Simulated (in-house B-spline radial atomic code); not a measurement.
A fraction x of an electron is removed from 4d in Mo⁵⁺, starting from [Kr] 4d1 and keeping the highest spin. Method: scalar-relativistic (X2C) TPSS, spin-polarised, spherical fractional occupations, Fermi nucleus of rms radius 4.4091 fm. Calculated with a radial B-spline atomic code at the basis-set limit.

| x | E(x) - E(0) (eV) | 4d up level (eV) |
| --- | --- | --- |
| 0 | 0.0000 | -61.132 |
| 0.09 | 5.5610 | -62.447 |
| 0.19 | 11.8790 | -63.914 |
| 0.28 | 17.6910 | -65.242 |
| 0.46 | 29.6749 | -67.917 |
| 0.5 | 32.4035 | -68.514 |
| 0.61 | 40.0307 | -70.164 |
| 0.69 | 45.6921 | -71.370 |
| 0.83 | 55.8322 | -73.491 |
| 0.91 | 61.7602 | -74.710 |
| 1 | 68.5460 | - |

The exact functional would give a straight line between the two integer points. Deviations E(x) - E(0) - x[E(1) - E(0)], in eV: -0.608 at x = 0.09, -1.145 at x = 0.19, -1.502 at x = 0.28, -1.856 at x = 0.46, -1.87 at x = 0.5, -1.782 at x = 0.61, -1.605 at x = 0.69, -1.061 at x = 0.83, -0.617 at x = 0.91.

The curve lies below the straight line by up to 1.87 eV (at x = 0.5): convex, the delocalisation error that favours fractional charges.

(1) How well does Slater's transition state (minus the level at half occupation) give the ionisation energy?

Answers

(1) It gives 68.514 eV against 68.546 eV from the two total energies; NIST lists 68.83 eV, ground level to ground level.
